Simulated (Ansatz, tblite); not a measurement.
Cost and result up the ladder for the cluster Al2F2 (the lowest singlet isomer of a short search) (4 atoms). The state is a singlet with charge 0. Geometry: r2SCAN-D4/def2-TZVP.

```csv
atom,x (Å),y (Å),z (Å)
Al1,-1.266,0.792,-0.125
Al2,1.266,-0.797,0.124
F3,-2.197,0.585,1.238
F4,2.197,-0.580,-1.237
```

Ansatz on 4 threads of Arm Neoverse V1 on a shared host; xTB runs through tblite on one thread. Times are rough, summed over both states, and most runs start from the orbitals of an earlier one. PBE0-D4/def2-TZVP serves as the yardstick here, not as an exact answer. The other state is a doublet.

The xTB rows come from tblite. Correlated methods freeze 12 core orbitals. The structure comes from a short search, and lower isomers may exist.

Run but left out: HF/def2-TZVPP (singlet: restricted singlet, unstable towards broken spin symmetry); MP2/def2-TZVPP (charge +1 doublet: ⟨S²⟩ 0.94, where a pure state has 0.75).

Correlated methods converge slowly with the basis.

Raw xTB energies of ions are shifted by several eV.

```
                          level  functions  wall time  vertical IE (eV)  difference from PBE0-D4/def2-TZVP (eV)                                                                        remarks
                       GFN1-xTB         26    0.006 s             15.03                                    6.84                                                                              –
                       GFN2-xTB         26    0.006 s             12.61                                    4.43                                                                              –
               PBE-D4/def2-TZVP        136        2 s              8.15                                   -0.03                                                                              –
PBE0-D4/def2-TZVP (with forces)        136      2.6 s              8.18                                    0.00                                                                              –
            r2SCAN-D4/def2-TZVP        136      4.5 s              8.02                                   -0.16                                                                              –
             CCSD(T)/def2-TZVPP        146       35 s              8.28                                    0.10  restricted SCF unstable (singlet), spin-contaminated (⟨S²⟩ 0.94) (+1 doublet)
```
